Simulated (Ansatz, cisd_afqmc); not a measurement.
Species: C$_{3}$H$_{4}$O, charge 0, singlet. C3H4O (SMILES O=C1CC1).
B3LYP-D3(BJ)/def2-TZVP minimum from Ansatz (a quantum-chemistry and plane-wave program):
```xyz
8

C     -0.3771     1.0863     0.1628
C     -1.1239    -0.2898     0.0411
C      0.3346    -0.1776    -0.0455
O      1.3819    -0.7333    -0.1877
H     -0.3401     1.5520     1.1409
H     -0.4647     1.7796    -0.6657
H     -1.6886    -0.4755    -0.8653
H     -1.5639    -0.7030     0.9413
```
Charge 0, spin multiplicity 1.

Total energies in cc-pVTZ, 22 correlated electrons, 4 frozen orbitals. UHF or UKS for unpaired electrons; spin-orbit terms are left out. Correlated methods leave the cores frozen. No relativity. The Monte Carlo rows (phaseless AFQMC, CISD trial, step 0.005/hartree) carry one-sigma bars that omit the constraint's bias. Outlying blocks are dropped, and bars are widened where a walk drifts. Over all cases where full CI ran beside it in this data, AFQMC minus full CI had a median of +0.1 mEh and passed +0.4 mEh in a tenth of the cases.

```csv
method,program,energy (Eh),minus AFQMC/CISD (mEh)
HF,Ansatz,-190.79501,770.0 ± 0.4
MP2,Ansatz,-191.51090,54.2 ± 0.4
CCSD,Ansatz,-191.53030,34.8 ± 0.4
CCSD(T),Ansatz,-191.56355,1.5 ± 0.4
AFQMC/CISD,cisd_afqmc,-191.5651 ± 0.0004,0.0
```
